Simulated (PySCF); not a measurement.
Compound: C8H10Ge.
InChI=1S/C8H10Ge/c1-2-9-8-6-4-3-5-7-8/h2-7H,1,9H2

A linear-response calculation (PySCF, def2-SVPD basis, gas phase, vertical, core orbitals frozen in the response) gave these numbers; the functional is withheld.

Orbital energies (eV): HOMO-3 -8.28, HOMO-2 -7.59, HOMO-1 -7.18, HOMO -7.14, LUMO -0.79, LUMO+1 -0.60, LUMO+2 -0.46.

```csv
state,E (eV),f,"main configurations (H = HOMO, L = LUMO)"
S1,5.29,0.0009,"H-1→L (53%), H→L+1 (44%)"
S2,5.88,0.051,"H→L (62%), H-1→L+1 (28%)"
S3,5.91,0.0045,H→L+2 (80%)
S4,6.05,0.0012,H-2→L (91%)
S5,6.08,0.0041,H-1→L+2 (90%)
S6,6.33,0.042,H-2→L+1 (87%)
```

Triplets, Tamm–Dancoff:

| state | E (eV) | λ (nm) | main configurations (H = HOMO, L = LUMO) |
| --- | --- | --- | --- |
| T1 | 4.10 | 302.7 | H→L (57%), H-1→L+1 (35%) |
| T2 | 4.34 | 286.0 | H-2→L+2 (82%) |
| T3 | 4.66 | 266.2 | H-1→L (67%), H→L+1 (28%) |
| T4 | 4.69 | 264.6 | H-1→L+1 (55%), H→L (39%) |

Vertical ionisation energy by ΔSCF with the same functional: 8.97 eV. Mean static polarisability: 123.3 au.

Question: Which of these was used?
A. B3LYP
B. PBE
C. HF
D. wB97X-D

Answer: A. B3LYP is a global hybrid with 20% exact exchange. In this run −ε(HOMO) = 7.14 eV differs from the ΔSCF value by -1.83 eV, and S1 differs from the orbital gap of 6.35 eV by -1.06 eV. The ratio −ε(HOMO)/IP is 0.80. Small neutral molecules mostly give 0.67 to 0.83 with B3LYP, 0.5 to 0.7 with PBE, 0.89 to 0.99 with wB97X-D; with Hartree–Fock the ratio is 1 or more (Koopmans' value less the relaxation energy is the ΔSCF value). The other options: PBE, a GGA without exact exchange; HF, time-dependent Hartree–Fock, 100% exact exchange; wB97X-D, range-separated, 22% exact exchange at short range and 100% at long range (ω = 0.2 bohr⁻¹).

Method used: TDDFT B3LYP/def2-SVPD, vertical, gas phase, core orbitals frozen in the response in PySCF 2.14.0, density-fitted response routines. One conformer (not necessarily the lowest) at the PBE0-D3(BJ)/def2-SVP geometry, without solvent, vibrations or thermal averaging. The B3LYP/def2-SVPD calculation is non-relativistic and has no spin–orbit coupling, an omission that weighs most on germanium.

Shape of the structure used: `[CH2:1]=[CH:2][GeH2:3][c:4]1[cH:5][cH:6][cH:7][cH:8][cH:9]1`: C1–C2–Ge3–C4 0°, C2–Ge3–C4–C5 83°.
